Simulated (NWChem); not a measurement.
# Basis-set convergence for CH$_{3}$ClGe

```xyz
6

Ge     0.1871     0.1192     0.6634
Cl    -1.0233    -0.9430    -0.8761
C      1.2063     1.2845    -0.6171
H      1.9361     1.9293    -0.0867
H      0.4961     1.9241    -1.1842
H      1.7394     0.6554    -1.3613
```
Charge 0, spin multiplicity 1.

Program: NWChem. The geometry was optimised at PBE/def2-SVP, a minimum by its harmonic frequencies.

Quantity: vertical ionisation energy at the level ΔMP2 (Δ: difference of total energies, the cation a doublet at the parent's geometry; it is the state that the SCF runs reached, from PBE0 orbitals for Hartree-Fock references, and need not be the lowest).

The Hamiltonian is non-relativistic. The correlated methods keep 15 core orbitals frozen. The Pople sets run with spherical d functions. The structure started from a generated list of species. No SCF solution was tested for a lower state. Open-shell Hartree-Fock references start from PBE0 orbitals; any time given for them includes that run.

Relative cost: rough, from shared machines, SCF included, pcseg-1 = 1.

In def2-TZVPD the value is 9.17 eV. Among pcseg-1, cc-pVDZ, def2-SVP, 6-311G**, def2-SVPD, aug-cc-pVDZ, aug-pcseg-1, def2-TZVP, pcseg-2, which is the smallest basis within 0.05 eV of it?

def2-TZVP, with 134 functions against 164 and about 30 % of the time (also within reach: pcseg-2). def2-TZVPD isn't the basis-set limit itself, and a small set can land close by cancellation.

```json
[
 {"basis": "pcseg-1", "functions": "74", "vertical ionisation energy (eV)": "9.04", "relative cost": "1"},
 {"basis": "cc-pVDZ", "functions": "74", "vertical ionisation energy (eV)": "8.93", "relative cost": "3"},
 {"basis": "def2-SVP", "functions": "79", "vertical ionisation energy (eV)": "8.89", "relative cost": "under 3"},
 {"basis": "6-311G**", "functions": "106", "vertical ionisation energy (eV)": "9.04", "relative cost": "under 3"},
 {"basis": "def2-SVPD", "functions": "109", "vertical ionisation energy (eV)": "9.07", "relative cost": "under 3"},
 {"basis": "aug-cc-pVDZ", "functions": "113", "vertical ionisation energy (eV)": "9.05", "relative cost": "6"},
 {"basis": "aug-pcseg-1", "functions": "113", "vertical ionisation energy (eV)": "9.04", "relative cost": "under 3"},
 {"basis": "def2-TZVP", "functions": "134", "vertical ionisation energy (eV)": "9.15", "relative cost": "4"},
 {"basis": "pcseg-2", "functions": "149", "vertical ionisation energy (eV)": "9.14", "relative cost": "6"},
 {"basis": "def2-TZVPD", "functions": "164", "vertical ionisation energy (eV)": "9.17", "relative cost": "10"}
]
```
